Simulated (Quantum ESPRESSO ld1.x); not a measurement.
Results of a calculation; reference values are marked as such.
Valence configurations of the beryllium ion Be+ (all share [He]). Code: ld1.x of Quantum ESPRESSO 7.5. Model: non-relativistic Kohn-Sham, LDA (Slater exchange, Perdew-Wang correlation), spin-polarised, spherical densities, point nucleus; open shells are filled with parallel spins first. Energies are relative to 2s1; eigenvalues in eV for spin up.

valence,E (eV),moment (Bohr magnetons),e(2p),e(2s)
2s1,0.000,1,-,-14.299
2p1,3.855,1,-10.479,-
2s0.5 2p0.5,1.934,1,-10.453,-14.309

NIST lists [He] 2s1 as the ground configuration; this level of theory agrees among the configurations tried. The energies are those of spherical high-spin densities, not of single terms.
